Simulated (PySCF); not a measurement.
How methods differ on the ionisation energy of Zn²⁺

Zn²⁺ [Ar] 3d10 (1S) → Zn³⁺ [Ar] 3d9 (2D), as a difference of total energies. Computed with PySCF 2.14 in aug-cc-pVDZ-DK (7s6p4d2f, 59 functions), with scalar relativity by spin-free X2C-1e. Correlated levels: valence: [Ar] frozen. The calculations carry no spin-orbit coupling.

| method | ionisation energy (eV) |
| --- | --- |
| UHF | 37.080 |
| M06-2X | 39.287 |
| TPSS | 39.695 |
| MP2 (valence) | 39.918 |
| SCS-MP2 (valence) | 39.565 |

How much does correlation contribute at MP2 (valence)?

39.918 − (37.080) = 2.838 eV, measured against UHF.

The reference lies between the lowest fine-structure levels, while these numbers refer to the centres of the terms.

Errors of the correlated levels include the incompleteness of this basis and the frozen core.

For comparison: 39.723 eV (measured; NIST Atomic Spectra Database, ionization energies).
